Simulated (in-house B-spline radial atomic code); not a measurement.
**Two electrons outside the [Ar] 3d10 core: Eu³³⁺**

Computed with a B-spline radial code for spherical atoms: configuration interaction (CI) of the two valence electrons in the field of the frozen Dirac-Fock core, alone and with many-body perturbation theory for the core (screened one- and two-electron correlation potentials), Breit and QED terms; no-pair Dirac Hamiltonian, finite nucleus. Labels give the configuration (outer n counted up each series) and the leading LS term, or the jj pair where no LS term holds 70 %.

Command:
```bash
python run_mb.py task.json out
```
Settings (nuclear radius in fm, box in bohr, cutoff in hartree):
```
basis_form          3
Z                   63
core_configuration  [Ar] 3d10
rms_radius          5.1115
mass_number         153
speed_of_light      137.036
box_radius          2.571
lmax                6
intervals           56
virtual_cutoff      7938.0
```

Run time, properties included: 97 s on 1 thread of AMD EPYC 7R43 64-Core Processor (shared host).

Excitation energies (eV):

| level | purity of the LS term | CI alone | CI + MBPT + Breit + QED |
| --- | --- | --- | --- |
| 4s2 1S0 | 1.0 | 0 | 0 |
| 4s4p 3P°0 | 1.0 | 63.103 | 63.354 |
| 4s4p 3P°1 | 0.818 | 68.034 | 68.055 |
| 4s4p 3P°2 | 1.0 | 105.59 | 105.54 |
| 4s4p 1P°1 | 0.817 | 120.36 | 119.42 |
| 4p2 3P0 | 0.736 | 145.95 | 145.31 |
| 4p2 3P1 | 0.997 | ? | ? |
| 4p2 (1/2,3/2)2 | 0.661 (1D) | 184.61 | 183.97 |
| 4p2 (3/2,3/2)2 | 0.562 (3P) | 223.42 | 222.57 |
| 4s4d 3D1 | 1.0 | 227.2 | 226.07 |
| 4s4d 3D2 | 0.882 | 230.38 | 229.16 |
| 4s4d 3D3 | 1.0 | 236.08 | 234.78 |
| 4p2 1S0 | 0.735 | 236.13 | 234.84 |
| 4s4d 1D2 | 0.908 | 248.58 | 246.71 |
| 4p4d 3F°2 | 0.777 | 293.8 | 292.94 |
| 4p4d (1/2,3/2)°1 | 0.571 (3D) | 307.32 | 305.64 |
| 4p4d (1/2,5/2)°3 | 0.66 (3F) | 309.06 | 307.78 |
| 4p4d (1/2,5/2)°2 | 0.464 (3P) | ? | ? |
| 4p4d (3/2,3/2)°2 | 0.433 (3D) | 341.48 | 339.9 |
| 4p4d (3/2,3/2)°3 | 0.406 (1F) | 343.16 | 341.61 |

Problem. Where does 4p2 3P1 lie?

Solution. 183.71 eV in CI alone and 182.9 eV with all corrections.

Problem. Where does 4p4d (1/2,5/2)°2 lie?

Solution. 310.25 eV in CI alone and 308.67 eV with all corrections.

Problem. What is the first ionisation energy?

Solution. 1408.9 eV to the 4s1/2 state of the next ion (1408.8 eV from CI alone). NIST lists 1406 ± 5 eV (tabulated theory).

Some electric-dipole lines (reduced elements in atomic units, length form; vacuum wavelengths from the computed energies):

```tsv
upper	lower	D bare (size)	D with core polarisation (size)	λ (nm)	A (s⁻¹)
4s4p 3P°1	4s2 1S0	0.277	0.267	18.218	8e+09
4s4p 1P°1	4s2 1S0	0.618	0.597	10.382	2.2e+11
4p2 3P0	4s4p 3P°1	0.405	0.391	16.05	7.5e+10
4p2 (1/2,3/2)2	4s4p 3P°1	0.477	0.46	10.696	7e+10
4p2 (3/2,3/2)2	4s4p 3P°1	0.4	0.386	8.024	1.2e+11
4s4d 3D1	4s4p 3P°0	0.4	0.386	7.6199	2.3e+11
4s4d 3D1	4s4p 3P°1	0.314	0.303	7.8466	1.3e+11
4s4d 3D2	4s4p 3P°1	0.52	0.503	7.6959	2.2e+11
4p2 1S0	4s4p 3P°1	0.0338	0.0327	7.4338	5.3e+09
4s4d 1D2	4s4p 3P°1	0.191	0.185	6.9399	4.1e+10
```

Weak lines are less accurate than strong ones.
